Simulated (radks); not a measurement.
All-electron atom: Cl4+ in [Ne] 3s2 3p1. Method: Dirac Kohn-Sham, SOGGA, spin-unpolarised, spherical densities, finite nucleus; open shells are shared between the two j in proportion to 2j + 1; Fermi nuclear charge, rms radius 3.3654 fm; computed with a radial shooting solver on a logarithmic mesh with Libxc functionals.

Normalised radial functions P(r) = r R(r) (large component), r in bohr:

```
   r/bohr * 2p1/2 (the largest magnitude, 1.52, reaches the edge; | marks zero)
 0.008505 *
 0.009589 |*
  0.01073 |*
  0.01209 |*
  0.01363 |*
  0.01525 |*
   0.0172 | *
  0.01939 | *
  0.02169 | *
  0.02445 |  *
  0.02757 |   *
  0.03083 |   *
  0.03477 |    *
   0.0392 |     *
  0.04384 |       *
  0.04943 |        *
  0.05574 |          *
  0.06234 |            *
  0.07029 |               *
  0.07925 |                  *
  0.08864 |                     *
  0.09995 |                         *
   0.1127 |                            *
    0.126 |                                *
   0.1421 |                                    *
   0.1602 |                                         *
   0.1792 |                                            *
   0.2021 |                                                *
   0.2278 |                                                   *
   0.2548 |                                                     *
   0.2873 |                                                      *
    0.324 |                                                      *
   0.3624 |                                                    *
   0.4086 |                                                  *
   0.4606 |                                             *
   0.5152 |                                         *
   0.5809 |                                   *
    0.655 |                            *
   0.7326 |                       *
    0.826 |                 *
   0.9314 |            *
    1.042 |        *
    1.175 |     *
    1.324 |  *
    1.481 | *
     1.67 |*
    1.883 *
    2.106 *
    2.375 *
    2.677 *
    2.995 *
    3.377 *
    3.807 *
    4.258 *
    4.801 *
```

2p1/2: eigenvalue -256.33 eV, 0 radial nodes, <r> = 0.403 bohr, 90 % of the charge inside 0.669 bohr.
